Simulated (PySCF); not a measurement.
# A survey of 29Si NMR shifts

[PySCF 2.14.0 with density-fitted response routines: GFN2-xTB structure; GIAO PBE0/pcSseg-1 shieldings; single conformer; one averaged value for each set of equivalent atoms; no relativistic terms; gas phase]

Shieldings were converted by a linear fit to measured shifts: 29Si (scatter 8.9 ppm rms, 25.8 ppm with the 6 outliers that the fit left out vs TMS, solution or neat liquid). Occasional misses reach two or three times the rms, and more in compound classes unlike the fitted ones.

**Question.** Give the 29Si shifts of `C#C[C@H](N(C)[SiH3])C(F)(F)F`, `CN([SiH3])CC#CC(F)(F)F`, `[SiH3]N([SiH3])C=C1C=CC=C1`, `[SiH3]N([SiH3])C=C1C=CC=C1`, `CC[SiH2][C@@H](C)C[S@@](C)=O`, `C[Si@@](N)(O)NCCN[SiH3]`, `O=C[C@@H]1CSSC[SiH2]1`, `[SiH3]OCc1ncno1`, `[SiH3]N([SiH3])c1ccccc1`.

**Answer.** 
```csv
compound,environment,δ (ppm)
C#C[C@H](N(C)[SiH3])C(F)(F)F,"silicon bonded to N, 3 H",-38.5
CN([SiH3])CC#CC(F)(F)F,"silicon bonded to N, 3 H",-42.7
[SiH3]N([SiH3])C=C1C=CC=C1,"silicon bonded to N, 3 H (×2)",-41.3
[SiH3]N([SiH3])C=C1C=CC=C1,"silicon bonded to N, 3 H (×2)",-41.3
CC[SiH2][C@@H](C)C[S@@](C)=O,"silicon bonded to 2 C, 2 H",-30.6
[CH3:1][Si@@:2]([NH2:3])([OH:4])[NH:5][CH2:6][CH2:7][NH:8][SiH3:9],"Si2: silicon bonded to C, 2 N, O",-27.6
[CH3:1][Si@@:2]([NH2:3])([OH:4])[NH:5][CH2:6][CH2:7][NH:8][SiH3:9],"Si9: silicon bonded to N, 3 H",-52.9
O=C[C@@H]1CSSC[SiH2]1,"silicon bonded to 2 C, 2 H, in a 6-membered ring",-40.3
[SiH3]OCc1ncno1,"silicon bonded to O, 3 H",-36.1
[SiH3]N([SiH3])c1ccccc1,"silicon bonded to N, 3 H (×2)",-47.6
```
